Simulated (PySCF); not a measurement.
Compound: C5H8FNSi.
Structure used (GFN2-xTB), in Å, numbered top down from 1:
```xyz
16
C5H8FNSi angstrom
C     -3.2650    0.1913    0.6290
C     -2.2540   -0.3088    0.2271
C     -1.0100   -0.8689   -0.2551
C      0.0225   -1.1752    0.8479
Si     1.2845   -0.1478   -0.1523
C      2.0640    1.4199    0.6189
F      2.9964    1.9454   -0.2559
N     -0.1955    0.1092   -0.9792
H     -4.1594    0.6104    0.9832
H     -1.2288   -1.7539   -0.8675
H     -0.2812   -0.7748    1.8102
H      0.2248   -2.2340    0.9621
H      2.3532   -0.9131   -0.8061
H      2.6068    1.2087    1.5425
H      1.3388    2.2134    0.8107
H     -0.5047    0.4870   -1.8594
```

Computed with PySCF, TDDFT CAM-B3LYP/def2-SVPD, vertical, gas phase, core orbitals frozen in the response.

Transition dipole moments from the ground state, in atomic units and in the frame of the coordinates above (overall signs are arbitrary), for the states with f of 0.002 or more among the lowest 7:

```csv
state,E (eV),μx,μy,μz
S1,5.822,0.303,-0.167,-0.087
S2,6.371,-0.166,-0.099,0.000
S3,6.535,-0.010,-0.182,0.074
S4,6.761,-0.152,-0.012,-0.022
S5,6.844,0.269,0.097,-0.007
S6,7.180,-0.227,-0.086,-0.293
S7,7.315,0.478,0.304,-0.093
```

Problem. What oscillator strength does each state have?

Solution. f = (2/3) ΔE |μ|² with ΔE in hartree (27.2114 eV).

```json
{"state": "S1", "|μ|² (au)": "0.127", "|μ| (D)": "0.91", "f": "0.018"}
{"state": "S2", "|μ|² (au)": "0.037", "|μ| (D)": "0.49", "f": "0.006"}
{"state": "S3", "|μ|² (au)": "0.038", "|μ| (D)": "0.50", "f": "0.006"}
{"state": "S4", "|μ|² (au)": "0.024", "|μ| (D)": "0.39", "f": "0.004"}
{"state": "S5", "|μ|² (au)": "0.082", "|μ| (D)": "0.73", "f": "0.014"}
{"state": "S6", "|μ|² (au)": "0.145", "|μ| (D)": "0.97", "f": "0.025"}
{"state": "S7", "|μ|² (au)": "0.330", "|μ| (D)": "1.46", "f": "0.059"}
```

Problem. What angle do the transition dipoles of S1 and S5 make?

Solution. |cos θ| = |μa·μb| / (|μa| |μb|) = 0.65, so θ ≈ 50° (taken between 0 and 90°, since the signs are arbitrary).

Problem. What peak molar absorption coefficient would the strongest computed level give as a lone Gaussian band 0.5 eV wide at half height?

Solution. ε(max) = 2.175×10⁸ f / FWHM, with the width in cm⁻¹. S7: 2.175×10⁸ × 0.0591 / 4033 ≈ 3200 L mol⁻¹ cm⁻¹.

One conformer stands for the species.
